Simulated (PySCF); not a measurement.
# Sn: ionisation energy

Sn [Kr] 4d10 5s2 5p2 (3P) → Sn⁺ [Kr] 4d10 5s2 5p1 (2P), as a difference of total energies. Calculation: PySCF 2.14, in aug-cc-pVQZ-PP with ECP28MDF (7s7p5d3f2g, 92 functions); a scalar-relativistic core potential. Correlated levels: valence: 4s2 4p6 4d10 frozen. The calculations carry no spin-orbit coupling.

```
           method  ionisation energy (eV)  error (eV)
              UHF                   6.849      -0.540
              LDA                   7.414      +0.025
              PBE                   7.262      -0.127
             PBE0                   7.307      -0.082
           r2SCAN                   7.407      +0.018
          wB97X-V                   7.139      -0.250
          wB97M-V                   7.207      -0.182
           M06-2X                   7.187      -0.202
    MP2 (valence)                   7.183      -0.206
SCS-MP2 (valence)                   7.117      -0.272
```

Reference: 7.389 eV (measured; NIST levels, between the centres of gravity of the two terms).

Errors of the correlated levels include the incompleteness of this basis and the frozen core.
